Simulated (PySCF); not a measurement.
**The 16-electron isoelectronic series, spin-free X2C**

Calculated with PySCF 2.14 from differences of total energies of unrestricted determinants, without spin-orbit coupling. Each ion has its own even-tempered basis scaled to its charge (17s12p4d4f for the first); frozen: 1s2. Ionisation energies in eV.

| ion | configuration | UHF | LDA | PBE | PBE0 | r2SCAN | MP2 (outer shells) | CCSD (outer shells) | NIST (with spin-orbit, Breit and QED) |
| --- | --- | --- | --- | --- | --- | --- | --- | --- | --- |
| Tm⁵³⁺ | [Ne] 3s2 3p4 (3P) | 5109.6 | 5112.3 | 5113.6 | 5113.1 | 5112.8 | 5110.8 | 5110.8 | 5044 ± 5 (t) |
| Yb⁵⁴⁺ | [Ne] 3s2 3p4 (3P) | 5295.4 | 5298.1 | 5299.4 | 5298.9 | 5298.6 | 5296.6 | 5296.6 | 5224 ± 5 (t) |
| Lu⁵⁵⁺ | [Ne] 3s2 3p4 (3P) | 5484.8 | 5487.5 | 5488.9 | 5488.4 | 5488.0 | 5486.0 | 5486.0 | 5408 ± 5 (t) |
| Hf⁵⁶⁺ | [Ne] 3s2 3p4 (3P) | 5677.8 | 5680.4 | 5681.9 | 5681.3 | 5681.0 | 5679.0 | 5679.0 | 5595 ± 5 (t) |
| Ta⁵⁷⁺ | [Ne] 3s2 3p4 (3P) | 5874.4 | 5877.1 | 5878.5 | 5878.0 | 5877.7 | 5875.7 | 5875.7 | 5785 ± 6 (t) |
| W⁵⁸⁺ | [Ne] 3s2 3p4 (3P) | 6074.6 | 6077.3 | 6078.8 | 6078.3 | 6078.0 | 6075.9 | 6075.9 | 5970 ± 5 (s) |
| Re⁵⁹⁺ | [Ne] 3s2 3p4 (3P) | 6278.6 | 6281.2 | 6282.7 | 6282.2 | 6281.9 | 6279.8 | 6279.8 | 6176 ± 7 (t) |
| Os⁶⁰⁺ | [Ne] 3s2 3p4 (3P) | 6486.3 | 6488.9 | 6490.5 | 6489.9 | 6489.7 | 6487.5 | 6487.5 | 6376 ± 10 (t) |
| Ir⁶¹⁺ | [Ne] 3s2 3p4 (3P) | 6697.6 | 6700.2 | 6701.8 | 6701.3 | 6701.0 | 6698.9 | 6698.9 | 6580 ± 12 (t) |
| Pt⁶²⁺ | [Ne] 3s2 3p4 (3P) | 6912.7 | 6915.2 | 6917.0 | 6916.4 | 6916.1 | 6914.0 | 6914.0 | 6787 ± 15 (t) |

Each ion has its own basis, which adds noise of up to about 0.1 % along the series.

NIST values marked (s) are semi-empirical, (t) theoretical. Open shells are high-spin determinants of the terms that Hund's rules give; for the heavier ions, far from LS coupling, these are not the ground levels.

Spin-orbit coupling of the open shells is absent from the calculated values and included in NIST's; it grows fast with Z.
